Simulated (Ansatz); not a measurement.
Cost and result for the atomization energy of C$_{3}$H$_{5}$BInN (`C#[C][In]1[BH][CH]1N`) (11 atoms, 11 bonds).

```xyz
11

C     3.288    1.562    0.714
C     2.172    1.313    0.318
In    0.235    0.942   -0.405
B    -1.780    0.406   -1.085
C    -1.736   -0.843   -0.372
N    -0.533   -1.178    0.405
H     4.272    1.777    1.065
H    -2.567    0.963   -1.779
H    -2.525   -1.597   -0.341
H    -0.733   -1.306    1.393
H    -0.093   -2.037    0.089
```

The species carries charge 0 and has multiplicity 1. Correlated methods include outer-core shells of In, which these sets cover unevenly. In: def2 effective core potential. All single points use the PBE0-D4/def2-TZVP geometry. It is one conformer, not always the lowest. Program: Ansatz. All runs use 4 threads of an Arm Neoverse V2 on a shared host. Times are those of one run each, without the atoms' runs, and a repeat can differ threefold. Electronic energies, without spin–orbit coupling; frozen cores. CCSD(T)/CBS adds CCSD(T) − MP2 in def2-TZVPP to the MP2 limit, and its time is that of the two runs behind it. T1 = 0.015. With those shells the extrapolation isn't a true limit. HSE06 is the plane-wave form, built on full-range PBE exchange.

CCSD(T)/CBS is a level of theory with its own doubt, some kJ/mol a heavy atom from the limit and from the frozen cores, so smaller differences don't rank the functionals.

```tsv
level	functions	wall time
LDA (SPW92)/def2-TZVPP	275	1.4 s
revPBE-D4/def2-TZVPP	275	2.4 s
PBE0-D4/def2-TZVPP	275	3.5 s
HSE06-D4/def2-TZVPP	275	3.9 s
BHLYP-D4/def2-TZVPP	275	3.9 s
CAM-B3LYP-D4/def2-TZVPP	275	4.1 s
r2SCANh-D4/def2-TZVPP	275	6 s
ωB97X-V/def2-TZVPP	275	9 s
B97M-V/def2-TZVPP	275	11 s
CCSD(T)/def2-SVP	121	13 s
MP2/def2-QZVPP	517	32 s
CCSD(T)/def2-TZVPP	275	5.7 min
CCSD(T)/CBS(def2)	–	6.2 min
```

Question: What atomization energy does each give, and how far from CCSD(T)/CBS? (Estimate.)

Answer: The calculation gave: 
```
                  level  atomization (kcal/mol)  difference from CCSD(T)/CBS  per bond
 LDA (SPW92)/def2-TZVPP                  1158.7                        163.2      14.8
   revPBE-D4/def2-TZVPP                   999.7                          4.2       0.4
     PBE0-D4/def2-TZVPP                  1005.0                          9.5       0.9
    HSE06-D4/def2-TZVPP                  1006.0                         10.5       0.9
    BHLYP-D4/def2-TZVPP                   957.7                        -37.8      -3.4
CAM-B3LYP-D4/def2-TZVPP                   997.2                          1.7       0.2
  r2SCANh-D4/def2-TZVPP                   991.5                         -4.0      -0.4
     ωB97X-V/def2-TZVPP                   995.3                         -0.2       0.0
      B97M-V/def2-TZVPP                   997.0                          1.5       0.1
       CCSD(T)/def2-SVP                   940.6                        -54.9      -5.0
         MP2/def2-QZVPP                  1011.2                         15.7       1.4
     CCSD(T)/def2-TZVPP                   968.1                        -27.4      -2.5
      CCSD(T)/CBS(def2)                   995.5                          0.0       0.0
```

At CCSD(T), def2-SVP lies −54.9 kcal/mol from the extrapolated value and def2-TZVPP −27.4 kcal/mol: correlation converges slowly with the basis, and small sets miss more of it in the bonded molecule than in its fragments. From PBE to PBE0 (25 % exact exchange), in def2-TZVPP and without D4, the atomization energy moves by −25.2 kcal/mol: exact exchange takes away binding that semilocal exchange gives to molecules. Leaving LDA and LC-ωPBE aside and taking each functional with its dispersion term where it has one, the values, not all of them listed here, spread over 73.3 kcal/mol, from BHLYP-D4 to PBE-D4. LDA lies +133.4 kcal/mol from PBE without D4, its usual overbinding.

Spin–orbit coupling would lower the free In atoms strongly, and the atomization energy with them, by more than many differences here.
